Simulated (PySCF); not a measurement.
# Computed properties of C8H6N2S, SMILES c1csc(-c2cncnc2)c1

C8H6N2S, SMILES c1csc(-c2cncnc2)c1. Geometry optimised at r2SCAN-D4/def2-SVP. One conformer was computed; it need not be the lowest. All values are computed for the isolated molecule unless a solvent is named; none is compared with measurement here.

**Structure.** All 45 harmonic modes at r2SCAN-D4/def2-SVP (PySCF) are real, so it is a minimum. With heavy atoms numbered as in [cH:1]1[cH:2][s:3][c:4](-[c:5]2[cH:6][n:7][cH:8][n:9][cH:10]2)[cH:11]1, the shortest bond between them is N9–C10 at 1.330 Å and the longest S3–C4 at 1.744 Å.

**Vibrations.** The strongest infrared lines (harmonic, unscaled, degenerate partners summed) lie at 700 cm⁻¹ (64 km/mol, H 86 %, C 14 %), 1589 cm⁻¹ (47 km/mol, C 79 %, N 13 %, H 8 %), 1500 cm⁻¹ (44 km/mol, C 84 %, H 10 %). The softest mode is at 37 cm⁻¹ and the zero-point energy is 77.7 kcal/mol.

**Electronic structure.** M06-2X/def2-SVP (PySCF) places the frontier levels at -7.70 and -0.94 eV, a gap of 6.76 eV, and gives a dipole moment of 2.95 D and a mean polarisability of 109.2 bohr³. PBE/def2-SVP (PySCF) at the same geometry gives -5.62 and -2.49 eV, so its gap is 3.63 eV narrower. An orbital gap is neither the optical nor the fundamental gap.

**Excitations.** TDA-ωB97X/def2-SVP (PySCF) has S1 at 4.65 eV (267 nm, f = 0.008, weak); the most intense of the 10 singlets computed lies at 5.01 eV (f = 0.55). T1 (TDA) is at 3.14 eV, 1.51 eV under S1. TDA-PBE/def2-SVP (PySCF) puts S1 at 3.21 eV. No vertical singlet excitation falls in the visible range (under 3.1 eV).

**NMR.** GIAO shifts at HF/pcSseg-1 (PySCF) (non-relativistic, atoms alike by connectivity averaged): ¹³C from 131.2 to 172.0 ppm against TMS; ¹H from 7.6 to 9.7 ppm against TMS.

**Solvation.** SMD-M06-2X/6-31G* (PySCF) gives -7.4 kcal/mol in water, -8.7 kcal/mol in toluene, -9.7 kcal/mol in tetrahydrofuran (1 M in both phases, gas-phase geometry); of these solvents tetrahydrofuran holds the molecule best.
